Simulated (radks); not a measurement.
The numbers below are computed, except where a source is named.
Excited configurations of Ar IV: one electron is placed in a higher orbital outside [Ne] 3s2 3p2. The ground configuration is [Ne] 3s2 3p3. Level of theory: scalar-relativistic Kohn-Sham, r2SCAN, spin-polarised, spherical densities, finite nucleus; open shells are filled with parallel spins first; meta-GGA in the generalised Kohn-Sham scheme; Fermi nuclear charge, rms radius 3.4274 fm (a radial shooting solver on a logarithmic mesh with Libxc functionals). Excitation = E - E(ground); binding = E(ion) - E, where the ion is the core of charge +4; n* = 4/sqrt(2 binding) in atomic units, and the quantum defect is n - n*.

| outer orbital | excitation (eV) | binding (eV) | n* | quantum defect | eigenvalue (eV) | <r> (bohr) |
|---|---|---|---|---|---|---|
| 4s | 31.983 | 27.866 | 2.795 | 1.205 | -25.151 | 3.008 |
| 4d | 42.578 | 17.272 | 3.550 | 0.450 | -15.097 | 4.059 |
| 5s | 44.710 | 15.139 | 3.792 | 1.208 | -13.665 | 5.473 |
| 5p | 46.611 | 13.238 | 4.055 | 0.945 | -11.926 | 6.029 |
| 5d | 49.316 | 10.533 | 4.546 | 0.454 | -9.368 | 7.090 |
| 5f | 50.805 | 9.044 | 4.906 | 0.094 | -7.913 | 7.478 |
| 6s | 50.316 | 9.533 | 4.779 | 1.221 | -8.618 | 8.671 |
| 7d | 54.724 | 5.125 | 6.518 | 0.482 | -4.621 | 15.40 |

Estimate the row for 4f.

Answer. excitation (eV) 46.030; binding (eV) 13.820; n* 3.969; quantum defect 0.031; eigenvalue (eV) -11.711; <r> (bohr) 4.267. The Delta-SCF ionisation energy is 59.849 eV (NIST Atomic Spectra Database: 59.6 eV, semi-empirical). Self-interaction in the functional shifts the binding energies and quantum defects, so they are the method's values and not measured ones. Open shells are spherical and high-spin; term and fine-structure splittings are not resolved.
